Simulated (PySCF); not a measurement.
## Mayer bond orders and bond lengths

BH2(OEt), C2H7BO.
Structure used (PBE0-D3(BJ)/def2-SVP), in Å, numbered top down from 1:
```xyz
11
C2H7BO angstrom
B      0.8888    1.4825   -0.9370
H      1.9957    1.1502   -0.5595
H      0.7116    2.2792   -1.8287
O     -0.2031    0.9657   -0.3609
C     -0.1536    0.0094    0.6807
C     -0.7094   -1.3146    0.2106
H      0.8859   -0.0995    1.0373
H     -0.7562    0.4046    1.5147
H     -0.7655   -2.0265    1.0478
H     -1.7215   -1.1829   -0.2001
H     -0.0746   -1.7535   -0.5741
```

Bond orders from the PBE0/pcSseg-1 density (PySCF). One conformer (not necessarily the lowest) at the PBE0-D3(BJ)/def2-SVP geometry, without solvent, vibrations or thermal averaging.

Task: Set the Mayer orders of the bonds between heavy atoms beside their lengths.

Result: 
```tsv
bond	length (Å)	Mayer order
B1–O4	1.338	1.290
O4–C5	1.415	0.859
C5–C6	1.511	1.060
```

Task: And the bonds to hydrogen?

Result: B–H: 0.95 to 0.97 (2 bonds); C–H: 0.95 to 0.96 (5 bonds).

Task: Sum the orders of all bonds at each heavy atom with more than one neighbour.

Result: B1 3.211, O4 2.149, C5 3.818, C6 3.944. Orders between atoms that aren't bonded are not in these sums.

The Mayer order sums products of elements of PS (density times overlap matrix) between the two atoms' basis functions, so it depends on the basis set.
